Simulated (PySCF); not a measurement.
C10H7N3, SMILES C1C=C2C=CN=C3C=CN=C(N32)C=1. Atoms are numbered in the order given.

```xyz
20

C     -0.4976    -2.7401     0.0000
C      0.8014    -2.2822     0.0000
C      1.0895    -0.8915     0.0000
N      2.3510    -0.4706     0.0000
C      2.5859     0.8483     0.0000
C      1.5958     1.8039     0.0000
C      0.2330     1.4041     0.0000
N     -0.7455     2.2937     0.0000
C     -2.0186     1.8503     0.0000
C     -2.3602     0.5239     0.0000
C     -1.3289    -0.4640     0.0000
C     -1.5684    -1.8369     0.0000
N     -0.0058     0.0058     0.0000
H     -0.6958    -3.8146     0.0000
H      1.6658    -2.9438     0.0000
H      3.6397     1.1498     0.0000
H      1.7972     2.8733     0.0000
H     -2.7961     2.6223     0.0000
H     -3.3976     0.1913     0.0000
H     -2.6038    -2.1755     0.0000
```
Charge 0, spin multiplicity 1.

The structure is a stationary point at B3LYP-D3(BJ)/def2-SVP.

Computed with PySCF with SMD-M06-2X/def2-SVP.

Solvation free energies are E(SMD) − E(gas) at the gas-phase geometry, for 1 M in both phases. In vacuum the dipole moment is 2.34 D.

```csv
solvent,ΔG(solv) (kcal/mol),its non-electrostatic (CDS) part,dipole (D)
water,-8.2,1.0,3.67
dichloromethane,-13.4,-5.6,3.42
1-octanol,(withheld),(withheld),(withheld)
```

### Question
Complete the blanks. (The exact figures need the calculation; the answer reports its results.)

### Answer

- 1-octanol, ΔG(solv) (kcal/mol): -9.6
- 1-octanol, its non-electrostatic (CDS) part: -1.7
- 1-octanol, dipole (D): 3.44
